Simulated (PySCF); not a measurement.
B97-3 on Pm (promethium, neutral), [Xe] 4f4 6s2 6p1, one real determinant (an excited configuration). All numbers are calculated (PySCF 2.14, scalar relativity by spin-free X2C-1e, in x2c-TZVPPall with one added diffuse shell each of s, p, d, f type (12s8p8d5f2g, 129 functions)).

```
cycle= 2 E= -10019.2727550381  delta_E= -0.0022  |g|= 0.0238  |ddm|= 0.192
cycle= 3 E= -10019.2740512808  delta_E= -0.0013  |g|= 0.0111  |ddm|= 0.107
cycle= 4 E= -10019.2756668639  delta_E= -0.00162  |g|= 0.00979  |ddm|= 0.16
cycle= 5 E= -10019.2764645532  delta_E= -0.000798  |g|= 0.00716  |ddm|= 0.121
cycle= 6 E= -10019.2766105372  delta_E= -0.000146  |g|= 0.0074  |ddm|= 0.0858
cycle= 7 E= -10019.2770603176  delta_E= -0.00045  |g|= 0.0023  |ddm|= 0.15
cycle= 8 E= -10019.2770669934  delta_E= -6.68e-06  |g|= 0.00278  |ddm|= 0.0339
cycle= 9 E= -10019.2770910802  delta_E= -2.41e-05  |g|= 0.00199  |ddm|= 0.031
cycle= 10 E= -10019.2771084375  delta_E= -1.74e-05  |g|= 0.000153  |ddm|= 0.027
cycle= 11 E= -10019.2771086151  delta_E= -1.78e-07  |g|= 0.000108  |ddm|= 0.00446
cycle= 12 E= -10019.277108644  delta_E= -2.89e-08  |g|= 1.7e-05  |ddm|= 0.00113
cycle= 13 E= -10019.2771086455  delta_E= -1.47e-09  |g|= 1.19e-05  |ddm|= 0.000273
cycle= 14 E= -10019.277108646  delta_E= -4.67e-10  |g|= 1.55e-06  |ddm|= 0.000131
converged SCF energy = -10019.277108646  <S^2> = 9.2531684  2S+1 = 6.1654419
```

Highest occupied orbital energy: -2.865 eV; ⟨L²⟩ = 37.79; populations by l: s 11.70, p 25.00, d 20.30, f 4.00.

Q: Can this result be used?

A: Not for this state. Self-consistency was reached. ⟨L²⟩ = 37.79 against 56 for a pure K term, so this real determinant mixes terms. Spin-orbit coupling, absent here, splits the open shell strongly. ⟨S²⟩ = 9.25 against 8.75 shows spin contamination. The s, p, d and f populations moved away from the nominal configuration during the SCF.
